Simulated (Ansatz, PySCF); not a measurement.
Gas-phase reaction (SMILES): C[Si](C)(C)Cl + N (NH3) → C[Si](C)(C)N + Cl (HCl); ammonia cleaves one Si-Cl bond, a model of a ligand-exchange step.

Geometries: B3LYP-D3(BJ)/def2-TZVP minima from Ansatz (a quantum-chemistry and plane-wave program), one conformer each, not searched for the lowest. Correlated levels leave the core frozen unless marked. No spin-orbit coupling. No relativistic terms. Basis-set limits of correlation are two-point, X^-3; Hartree-Fock from the larger set. Thermal terms are rigid-rotor harmonic-oscillator values from B3LYP-D3(BJ) frequencies (Ansatz or PySCF) at 298.15 K and 1 atm. 1 Eh = 627.5095 kcal/mol.

```tsv
species	E, CCSD(T)/CBS(cc-pV(T+d)Z,cc-pV(Q+d)Z) (Ansatz) (Eh)	E, PBE0-D4/def2-TZVPD (Ansatz + dftd4) (Eh)	H - E (Eh)
C[Si](C)(C)Cl	-868.52181	-869.18156	0.12176
N (NH3)	-56.50369	-56.51535	0.03799
C[Si](C)(C)N	-464.62283	-465.00501	0.14628
Cl (HCl)	-460.37849	-460.66608	0.01000
```

Problem. Work out ΔE and ΔH at 298.15 K at the first level, then ΔH at the second.

Solution. 
1. ΔE = [(-464.62283) + (-460.37849)] - [(-868.52181) + (-56.50369)] = 0.02418 Eh = 15.2 kcal/mol at CCSD(T)/CBS(cc-pV(T+d)Z,cc-pV(Q+d)Z).
2. The terms H - E add up to -0.00347 Eh, so ΔH = (0.02418 + (-0.00347))×627.5095 = 13.0 kcal/mol.
3. At PBE0-D4/def2-TZVPD the same steps give ΔE = 16.2 and ΔH = 14.0 kcal/mol, a shift of +1.0 from the first level.
4. These values are not checked against measurement here, since the tables used lack a sound gas-phase enthalpy of formation for at least one species.
